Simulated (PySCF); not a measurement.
Mo(OH)₃: from structure and modes to constants

All numbers come from UPBE0/[Mo def2-TZVP with ECP28, O def2-TZVP, H def2-TZVP], scalar-relativistic core potentials, density fitting, no spin–orbit coupling, PySCF.

The quartet minimum has C3v symmetry. Masses (u): Mo 97.90541, O 15.99492, H 1.00782.

```xyz
7
charge 0 multiplicity 4, angstrom
Mo    0.0000    0.0000    0.0005
O     1.8577   -0.3592   -0.0442
O    -0.6178    1.7884   -0.0442
O    -1.2399   -1.4292   -0.0442
H     2.3821   -0.4605    0.7553
H    -0.7922    2.2933    0.7553
H    -1.5899   -1.8327    0.7553
```

Harmonic wavenumbers (cm⁻¹): 159.0 (a1, ×1), 180.5 (e, ×2), 366.8 (a2, ×1), 436.1 (e, ×2), 669.7 (e, ×2), 683.9 (a1, ×1), 692.9 (a1, ×1), 698.4 (e, ×2), 3848.0 (e, ×2), 3852.0 (a1, ×1).

Question: What is the harmonic zero-point energy?

Answer: Half the sum of all 15 wavenumbers, 17420/2 = 8710 cm⁻¹, which is 104.2 kJ/mol (1 cm⁻¹ = 0.0119627 kJ/mol).

Question: Find the vibrational entropy and heat capacity at 298.15 K.

Answer: With u = 1.43878 ω/T, each mode gives S = R[u/(eᵘ−1) − ln(1−e⁻ᵘ)] and C = R u² eᵘ/(eᵘ−1)².
```csv
ω (cm⁻¹),u,S (J/(mol K)),C (J/(mol K))
159.0,0.767,10.72,7.92
180.5 (×2),0.871,9.72,7.81
366.8,1.770,4.57,6.45
436.1 (×2),2.105,3.51,5.82
669.7 (×2),3.232,1.44,3.72
683.9,3.300,1.36,3.60
692.9,3.344,1.32,3.53
698.4 (×2),3.370,1.29,3.48
3848.0 (×2),18.569,0.00,0.00
3852.0,18.588,0.00,0.00
```
The sums over all modes are S = 49.9 and C = 63.1 J/(mol K); the softest mode gives 21 % of the entropy (each member, where degenerate).

This need not be the most stable arrangement of these atoms. With open d or f shells other occupations or spin states may lie lower.
